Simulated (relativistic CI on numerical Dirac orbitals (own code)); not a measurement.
# Forbidden lines of Dy XXVIII

These numbers are calculated, not measured: Dirac-Coulomb-Breit CI, orbitals from a KLI potential per configuration, a model potential for QED, unscaled Slater integrals (own radial code, finite nucleus).

Configuration list (outside the closed core [Ar] 3d10): 4s2 4p6 4d3, 4s2 4p5 4d4, 4s2 4p6 4d2 4f, 4s 4p6 4d4, 4s 4p6 4d3 4f, 4s2 4p6 4d2 5s, 4s2 4p6 4d 4f 5s, 4s2 4p6 4d2 5p, 4s2 4p6 4d2 5d, 4s2 4p5 4d3 5s, 4s2 4p6 4d 4f2, 4s2 4p6 4f3, 4s 4p6 4d 4f3, 4s2 4p6 4f2 5s, 4s2 4p6 4f2 5p, 4s2 4p6 4d 5s2, 4s2 4p6 4f 5s2, 4s 4p6 4d 4f 5s2, 4s2 4p6 5s2 5p. Double excitations out of closed p, d and f shells are left out; levels of such configurations are missing from the list, as are those of other unlisted configurations, and high levels can miss mixing partners. These lack a partner that the ground configuration has and come out too high: 4s2 4p6 4d2 5d, 4s2 4p5 4d3 5s.

| λ vac (Å) | Lower | Upper | Type | A (s⁻¹) | log gf |
| --- | --- | --- | --- | --- | --- |
| 574.47 | 4s2 4p6 4d3 4F_5/2 [2] | 4s2 4p6 4d3 2P_3/2 [17] | M1 | 2.70e+03 | -6.27 |
| 615.77 | 4s2 4p6 4d3 4P_5/2 [7] | 4s2 4p6 4d3 2D_5/2 [19] | M1 | 2.26e+03 | -6.11 |
| 648.97 | 4s2 4p6 4d3 2G_7/2 [8] | 4s2 4p6 4d3 2D_5/2 [19] | M1 | 3.83e+03 | -5.84 |
| 743.09 | 4s2 4p6 4d3 2D_3/2 [10] | 4s2 4p6 4d3 2D_5/2 [19] | M1 | 7.81e+03 | -5.41 |
| 834.88 | 4s2 4p6 4d3 4F_7/2 [4] | 4s2 4p6 4d3 2F_7/2 [15] | M1 | 1.43e+03 | -5.92 |
| 868.90 | 4s2 4p6 4d3 2D_3/2 [10] | 4s2 4p6 4d3 2D_3/2 [18] | M1 | 4.57e+03 | -5.68 |
| 883.27 | 4s2 4p6 4d3 2D_5/2 [13] | 4s2 4p6 4d3 2D_5/2 [19] | M1 | 2.76e+03 | -5.71 |
| 885.78 | 4s2 4p6 4d3 2G_9/2 [6] | 4s2 4p6 4d3 2F_7/2 [15] | M1 | 1.90e+03 | -5.75 |
| 906.31 | 4s2 4p6 4d3 4F_7/2 [4] | 4s2 4p6 4d3 2F_5/2 [14] | M1 | 2.53e+03 | -5.73 |
| 947.26 | 4s2 4p6 4d3 4P_3/2 [3] | 4s2 4p6 4d3 2D_5/2 [13] | M1 | 3.90e+03 | -5.50 |
| 968.32 | 4s2 4p6 4d3 4F_5/2 [2] | 4s2 4p6 4d3 2D_3/2 [10] | M1 | 5.23e+03 | -5.53 |
| 969.68 | 4s2 4p6 4d3 2F_5/2 [14] | 4s2 4p6 4d3 2D_5/2 [19] | M1 | 6.91e+03 | -5.23 |
| 997.50 | 4s2 4p6 4d3 4F_7/2 [4] | 4s2 4p6 4d3 2D_5/2 [13] | M1 | 1.32e+03 | -5.93 |
| 1013.9 | 4s2 4p6 4d3 4P_5/2 [7] | 4s2 4p6 4d3 2P_3/2 [17] | M1 | 5.83e+03 | -5.44 |
| 1066.9 | 4s2 4p6 4d3 2D_5/2 [13] | 4s2 4p6 4d3 2D_3/2 [18] | M1 | 7.14e+03 | -5.31 |
| 1067.4 | 4s2 4p6 4d3 2F_7/2 [15] | 4s2 4p6 4d3 2D_5/2 [19] | M1 | 2.73e+03 | -5.55 |
| 1100.5 | 4s2 4p6 4d3 2G_9/2 [6] | 4s2 4p6 4d3 2H_11/2 [12] | M1 | 3.04e+03 | -5.18 |
| 1129.9 | 4s2 4p6 4d3 2G_7/2 [8] | 4s2 4p6 4d3 2G_9/2 [16] | M1 | 8.75e+03 | -4.78 |
| 1187.5 | 4s2 4p6 4d3 4P_3/2 [3] | 4s2 4p6 4d3 2D_3/2 [10] | M1 | 9.63e+03 | -5.09 |
| 1194.0 | 4s2 4p6 4d3 4F_5/2 [2] | 4s2 4p6 4d3 2G_7/2 [8] | M1 | 9.63e+03 | -4.78 |
| 1251.2 | 4s2 4p6 4d3 4P_1/2 [5] | 4s2 4p6 4d3 2P_1/2 [11] | M1 | 9.46e+03 | -5.35 |
| 1265.3 | 4s2 4p6 4d3 4F_9/2 [9] | 4s2 4p6 4d3 2G_9/2 [16] | M1 | 6.50e+03 | -4.81 |
| 1335.8 | 4s2 4p6 4d3 4F_3/2 [1] | 4s2 4p6 4d3 4P_3/2 [3] | M1 | 4.64e+03 | -5.30 |
| 1412.4 | 4s2 4p6 4d3 2D_3/2 [10] | 4s2 4p6 4d3 2P_3/2 [17] | M1 | 2.74e+03 | -5.48 |
| 1452.4 | 4s2 4p6 4d3 4F_7/2 [4] | 4s2 4p6 4d3 4F_9/2 [9] | M1 | 2.80e+03 | -5.05 |
| 1613.8 | 4s2 4p6 4d3 2G_9/2 [6] | 4s2 4p6 4d3 4F_9/2 [9] | M1 | 3.94e+03 | -4.81 |
| 1684.2 | 4s2 4p6 4d3 4F_7/2 [4] | 4s2 4p6 4d3 2G_7/2 [8] | M1 | 2.19e+03 | -5.13 |
| 1687.2 | 4s2 4p6 4d3 4P_5/2 [7] | 4s2 4p6 4d3 2F_5/2 [14] | M1 | 2.34e+03 | -5.22 |
| 1773.5 | 4s2 4p6 4d3 4P_3/2 [3] | 4s2 4p6 4d3 4P_5/2 [7] | M1 | 1.28e+03 | -5.44 |
| 1792.2 | 4s2 4p6 4d3 4F_3/2 [1] | 4s2 4p6 4d3 4F_5/2 [2] | M1 | 5.10e+03 | -4.83 |

Terms are leading LS components. Brackets give the number of a level in order of energy, since labels repeat. The list gives strong lines, with weight on those to low levels, among the lowest 200 of 2172 levels, so that lines to higher ones, which can be the strongest, are missing. Levels whose partners in the same complex of configurations lie outside the list can be far off, and so can their lines. Rates are taken at the computed energies, electric ones in the length gauge.

At this charge energies of transitions that change n are usually good to better than 1 %, and those within a shell (Δn = 0) to a few per cent. Terms inside the open d or f shell come out 10 to 20 % too wide with unscaled integrals.

LS names give the leading component of a level, which can be under half, so a name can repeat, a term be missing and a line seem to break the LS rules.
